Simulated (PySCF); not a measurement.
## Polarisability and C₆ of Lu²⁺ (lutetium, charge +2)

[Xe] 4f14 6s1, 2S determinant. All numbers are calculated (PySCF 2.14, the spin-free X2C one-electron Hamiltonian (Gaussian nucleus), in x2c-TZVPPall with one added diffuse shell each of s, p, d type (12s8p8d2f2g, 108 functions)). Coupled (time-dependent) response in atomic units; α is the mean over directions.

```
method  mean α (bohr³)  C₆ (like pair)  S(−4)
M06-2X           40.04           255.0   1231
```

S(−4) is the Cauchy moment in α(ω) = α(0) + S(−4) ω² + …

α(iu) at M06-2X:

| u (hartree) | α(iu) (bohr³) |
| --- | --- |
| 0 | 40.04 |
| 0.0500 | 37.21 |
| 0.100 | 30.88 |
| 0.200 | 19.28 |
| 0.300 | 12.83 |
| 0.500 | 7.467 |
| 0.750 | 5.022 |
| 1.00 | 3.843 |
| 1.50 | 2.593 |
| 2.00 | 1.902 |
| 3.00 | 1.161 |
| 5.00 | 0.5773 |

A single London oscillator, α(iu) = α/(1 + u²/ω²), gives C₆ = (3/4) ω α². Matching the computed C₆ needs ω = 4 × 255.0 / (3 × 40.04²) = 0.212 hartree.

For an ion, C₆ is the dispersion term alone; charge-induced terms of lower order in 1/R come first.

Spin-orbit coupling, which splits the p, d and f shells strongly at this Z, is absent.
